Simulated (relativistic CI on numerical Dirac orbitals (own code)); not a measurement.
Magnetism of Zn4+, 3d8, in a crystal field

Calculated by Dirac-Coulomb-Breit CI, KLI orbitals optimised for each configuration, model QED, valence Slater integrals scaled by 0.7, one configuration in a parametric crystal field (own radial code).

Field parameters in Wybourne normalisation: D3d B²₀ = −7Dσ, B⁴₀ = −14Dq − 21Dτ, B⁴₃ = −14√(10/7) Dq. The field is a parameter set, without covalency.

S is read from ⟨S²⟩ = S(S + 1).

Powder χT (cm³ K mol⁻¹) by Van Vleck's formula, with temperature-independent terms:

```tsv
Field	2 K	5 K	10 K	20 K	50 K	100 K	200 K	300 K
D3d, 10Dq = 30850, Dσ = -1200, Dτ = 190 cm⁻¹	0.599	1	1.11	1.14	1.15	1.16	1.16	1.17
D3d, 10Dq = 30850, Dσ = -980, Dτ = 190 cm⁻¹	0.708	1.05	1.13	1.15	1.15	1.16	1.16	1.17
D3d, 10Dq = 30850, Dσ = -760, Dτ = 190 cm⁻¹	0.835	1.09	1.14	1.15	1.15	1.16	1.16	1.17
D3d, 10Dq = 30850, Dσ = -550, Dτ = 190 cm⁻¹	0.961	1.12	1.14	1.15	1.15	1.16	1.16	1.17
D3d, 10Dq = 30850, Dσ = -330, Dτ = 190 cm⁻¹	1.07	1.14	1.15	1.15	1.15	1.16	1.16	1.17
D3d, 10Dq = 30850, Dσ = -110, Dτ = 190 cm⁻¹	1.14	1.15	1.15	1.15	1.15	1.16	1.16	1.17
D3d, 10Dq = 30850, Dσ = 110, Dτ = 190 cm⁻¹	1.15	1.15	1.15	1.15	1.15	1.16	1.16	1.17
D3d, 10Dq = 30850, Dσ = 330, Dτ = 190 cm⁻¹	1.12	1.15	1.15	1.15	1.15	1.16	1.16	1.17
```

(1) For D3d, 10Dq = 30850, Dσ = 110, Dτ = 190 cm⁻¹: what effective moment follows at 300 K?

Answers

(1) μ_eff = √(8χT) = 3.06 μB. The ground level has S = 1.00; the spin-only moment for S = 1 is 2.83 μB. The difference comes from the orbital moment, spin-orbit mixing of terms and temperature-independent paramagnetism, all larger in this ionic model than in covalent complexes.
